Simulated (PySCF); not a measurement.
**Cost of excited-state runs on `c1ccc(N(c2ccccc2)c2cccnc2)cc1`, C₁₇H₁₄N₂**

Molfile (atoms numbered from 1):
```
C17H14N2
     RDKit          3D

 33 35  0  0  0  0  0  0  0  0999 V2000
   -3.2969   -2.3120    1.0386 C   0  0  0  0  0  0  0  0  0  0  0  0
   -3.2278   -1.0027    1.4852 C   0  0  0  0  0  0  0  0  0  0  0  0
   -2.1613   -0.1988    1.1328 C   0  0  0  0  0  0  0  0  0  0  0  0
   -1.1491   -0.6958    0.3130 C   0  0  0  0  0  0  0  0  0  0  0  0
   -0.0647    0.1156   -0.0516 N   0  0  0  0  0  0  0  0  0  0  0  0
    1.2218   -0.4382   -0.1276 C   0  0  0  0  0  0  0  0  0  0  0  0
    2.1006   -0.0523   -1.1390 C   0  0  0  0  0  0  0  0  0  0  0  0
    3.3677   -0.5989   -1.2042 C   0  0  0  0  0  0  0  0  0  0  0  0
    3.7747   -1.5400   -0.2730 C   0  0  0  0  0  0  0  0  0  0  0  0
    2.9022   -1.9319    0.7290 C   0  0  0  0  0  0  0  0  0  0  0  0
    1.6360   -1.3856    0.8075 C   0  0  0  0  0  0  0  0  0  0  0  0
   -0.2617    1.4655   -0.3256 C   0  0  0  0  0  0  0  0  0  0  0  0
    0.7069    2.4232   -0.0138 C   0  0  0  0  0  0  0  0  0  0  0  0
    0.4599    3.7495   -0.3138 C   0  0  0  0  0  0  0  0  0  0  0  0
   -0.7436    4.0833   -0.9176 C   0  0  0  0  0  0  0  0  0  0  0  0
   -1.6715    3.1866   -1.2105 N   0  0  0  0  0  0  0  0  0  0  0  0
   -1.4426    1.9228   -0.9243 C   0  0  0  0  0  0  0  0  0  0  0  0
   -1.2227   -2.0141   -0.1342 C   0  0  0  0  0  0  0  0  0  0  0  0
   -2.2885   -2.8131    0.2321 C   0  0  0  0  0  0  0  0  0  0  0  0
   -4.1308   -2.9376    1.3177 H   0  0  0  0  0  0  0  0  0  0  0  0
   -4.0054   -0.6057    2.1205 H   0  0  0  0  0  0  0  0  0  0  0  0
   -2.1056    0.8186    1.4913 H   0  0  0  0  0  0  0  0  0  0  0  0
    1.7817    0.6722   -1.8745 H   0  0  0  0  0  0  0  0  0  0  0  0
    4.0385   -0.2948   -1.9942 H   0  0  0  0  0  0  0  0  0  0  0  0
    4.7641   -1.9673   -0.3298 H   0  0  0  0  0  0  0  0  0  0  0  0
    3.2121   -2.6632    1.4606 H   0  0  0  0  0  0  0  0  0  0  0  0
    0.9588   -1.6856    1.5937 H   0  0  0  0  0  0  0  0  0  0  0  0
    1.6313    2.1235    0.4593 H   0  0  0  0  0  0  0  0  0  0  0  0
    1.1872    4.5110   -0.0773 H   0  0  0  0  0  0  0  0  0  0  0  0
   -0.9797    5.1053   -1.1794 H   0  0  0  0  0  0  0  0  0  0  0  0
   -2.2307    1.2279   -1.1852 H   0  0  0  0  0  0  0  0  0  0  0  0
   -0.4422   -2.4036   -0.7715 H   0  0  0  0  0  0  0  0  0  0  0  0
   -2.3358   -3.8323   -0.1223 H   0  0  0  0  0  0  0  0  0  0  0  0
  1  2  2  0
  2  3  1  0
  3  4  2  0
  4  5  1  0
  5  6  1  0
  6  7  2  0
  7  8  1  0
  8  9  2  0
  9 10  1  0
 10 11  2  0
  5 12  1  0
 12 13  1  0
 13 14  2  0
 14 15  1  0
 15 16  2  0
 16 17  1  0
  4 18  1  0
 18 19  2  0
 19  1  1  0
 11  6  1  0
 17 12  2  0
  1 20  1  0
  2 21  1  0
  3 22  1  0
  7 23  1  0
  8 24  1  0
  9 25  1  0
 10 26  1  0
 11 27  1  0
 13 28  1  0
 14 29  1  0
 15 30  1  0
 17 31  1  0
 18 32  1  0
 19 33  1  0
M  END
```

PySCF with density fitting, on 2 threads of an Arm Neoverse V2, shared host. Command: `OMP_NUM_THREADS=2 python excited_run.py task.json out`

**Question.** How long does this run take, and how much memory?
- excited states, CAM-B3LYP/def2-SVP; Tamm-Dancoff; spin-orbit couplings; 8 states; 5 triplets; quadratic response for 4 states; writes grids

**Answer.** 
| run | level | basis functions | wall time | peak memory (GiB) |
| --- | --- | --- | --- | --- |
| excited states | CAM-B3LYP/def2-SVP | 336 | 5 min | 2.6 |

Times from a shared host are rough.
